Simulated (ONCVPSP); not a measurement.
# lithium ONCV: all-electron and pseudo phase curves

ONCVPSP 4.0.1 input, shortened (lines: element, Z, core and valence counts, functional; n l f; lmax; l rc ep ncon nbas qcut; lloc lpopt rc5 dvloc0; l nproj debl; icmod fcfact rcfact), LDA (Perdew-Zunger), scalar-relativistic:

```
  Li 3.00    0    3        3      upf
    1    0    2.00
    2    0    0.50
    2    1    0.50
    2
    0    1.15    0.00    4    9   11.20
    1    4.00    0.00    4    7    1.70
    2    3.15    0.04    4    7    3.30
    4    5    1.05    1.00
    0    2    3.90
    1    2    1.20
    2    2    0.30
    0    0.00    0.00
```

The phase is arctan(r·R′/R) of the radial function R(r), unwrapped; energies in Ha, scanned from -3 to 5 Ha. A pole is an energy at which the radial function vanishes at the test radius. The pseudo phase is shifted by a multiple of π to meet the all-electron one at the reference energy, and phase errors are pseudo minus all-electron; the curves can meet again beyond the range given. Levels narrower than the energy grid can be missing from the lists of poles.

| channel | radius (bohr) | reference energy (Ha) | poles, all-electron | poles, pseudo | unbroken range about the reference energy with phases within 0.05 rad | phase error 1 Ha above the reference energy (rad) |
| --- | --- | --- | --- | --- | --- | --- |
| s | 1.16 | -0.12 | -1.40 | -1.40 | the whole range | +0.000 |
| p | 4.07 | -0.05 | 0.17, 1.15, 2.78 | 0.18, 1.15, 4.25 | below 0.3 | +0.006 |
| d | 3.20 | 0.04 | 1.16, 3.36 | 1.16, 2.65 | below 1.6 | -0.001 |

Phases in the p channel:

| E (Ha) | all-electron | pseudo |
| --- | --- | --- |
| -2.98 | 1.457 | 1.457 |
| -2.54 | 1.446 | 1.446 |
| -2.10 | 1.431 | 1.431 |
| -1.66 | 1.410 | 1.410 |
| -1.22 | 1.375 | 1.377 |
| -0.78 | 1.306 | 1.309 |
| -0.34 | 1.043 | 1.050 |
| 0.10 | -1.454 | -1.444 |
| 0.54 | -3.548 | -2.910 |
| 0.98 | -4.643 | -4.639 |
| 1.42 | -4.824 | -4.811 |
| 1.86 | -6.830 | -5.190 |
| 2.30 | -7.749 | -7.426 |
| 2.74 | -7.847 | -7.704 |
| 3.18 | -7.928 | -7.778 |
| 3.62 | -8.244 | -7.817 |
| 4.06 | -10.789 | -7.844 |
| 4.50 | -10.934 | -7.866 |
| 4.94 | -10.986 | -7.889 |
